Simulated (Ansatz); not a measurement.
The same path of BrCl2H2InO (7 atoms, charge 0, multiplicity 1) was run twice with different band settings. Lost on the way: Br6–H7. Made: Cl2–H7.

The calculation used Ansatz, RKS PBE/def2-SVP.

Relaxed end points:

```xyz
7
Properties=species:S:1:pos:R:3
In 0.074 -0.172 -0.012
Cl -0.082 0.241 2.376
Cl 2.100 0.402 -1.050
O -1.623 -0.338 -1.078
H -2.378 -0.400 -0.458
Br 0.614 -2.909 1.081
H 0.409 -1.888 2.135
```

```xyz
7
Properties=species:S:1:pos:R:3
In 0.145 -0.611 -0.239
Cl 0.133 0.040 2.549
Cl 2.075 0.503 -0.978
O -1.671 -0.036 -0.883
H -2.319 -0.730 -0.645
Br 0.436 -2.953 0.750
H 0.316 -1.276 2.441
```

Common settings: movable images 5; climbing image yes; spring 5.0 eV/Å²; optimiser quadratic models (default); start path through a guess of the saddle point; iteration limit 60; end points relaxed.

| run | force threshold |
| --- | --- |
| 1 | 0.03 eV/Å |
| 2 | 0.2 eV/Å |

Question: What does each run give, and how far can it be trusted?

Answer: Run 1: converged after 10 iterations, highest image 0.019 eV above the first end. A vibrational analysis at the climbing image gives one clearly imaginary mode, 136i cm⁻¹: a first-order saddle point.
Run 2: converged after 5 iterations, highest image 0.020 eV above the first end. The threshold of 0.2 eV/Å is loose, so the images may lie well off the minimum-energy path. Another band between the same ends (5 images) ends at a top of the same energy, where a vibrational analysis finds 1 clearly imaginary mode.
The orbitals stay closed-shell, which can raise the energy where a bond breaks towards radicals; this wasn't checked here.
